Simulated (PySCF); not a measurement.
```xyz
5

Cl    -0.8509    -1.6176    -0.9164
Si    -0.0294     0.0007     0.0030
Cl    -0.5152    -0.0307     1.9784
Cl    -0.7650     1.6987    -0.8425
Br     2.1604    -0.0510    -0.2225
```

Charge 0, multiplicity 1.

Problem. Give the Mulliken and meta-Löwdin atomic charges from PySCF 2.14.0 with PBE-D3(BJ)/def2-TZVP // B3LYP-D3(BJ)/def2-TZVP.

Solution. 
```tsv
atom	Mulliken (e)	meta-Löwdin (e)
Cl1	-0.14	-0.23
Si2	0.55	0.88
Cl3	-0.14	-0.23
Cl4	-0.14	-0.23
Br5	-0.12	-0.19
```
